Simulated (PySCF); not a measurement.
# Co: electron affinity

Co⁻ [Ar] 3d8 4s2 (3F) → Co [Ar] 3d7 4s2 (4F), as a difference of total energies. Calculation: PySCF 2.14, in aug-cc-pwCVTZ; the non-relativistic Hamiltonian (point nucleus). Correlated levels: valence: [Ar] frozen; valence and next inner shell: [Ne] frozen; nothing frozen. The calculations carry no spin-orbit coupling.

Q: Order these methods by the electron affinity they give, lowest first.
A. MP2 (all electrons)
B. UHF
C. SCS-MP2 (valence and next inner shell)
D. MP2 (valence)

A: B (-1.752 eV), D (0.743 eV), C (0.990 eV), A (1.283 eV).

A first-order spin-orbit estimate (lowest level to lowest level, LS coupling) adds -0.010 eV.

These non-relativistic numbers lack the scalar-relativistic shift.

Errors of the correlated levels include the incompleteness of this basis and the frozen core.

A negative affinity means that the anion lies above the atom at that level of theory.

In the anion the highest occupied orbital energy is positive at LDA, PBE, PBE0, r2SCAN, M06-L, M06, BP86, a self-interaction effect; the basis confines that electron, and the energy difference can still be sensible.

For comparison: 0.662 eV (measured; photodetachment measurements, as compiled on the Wikipedia data page of electron affinities).
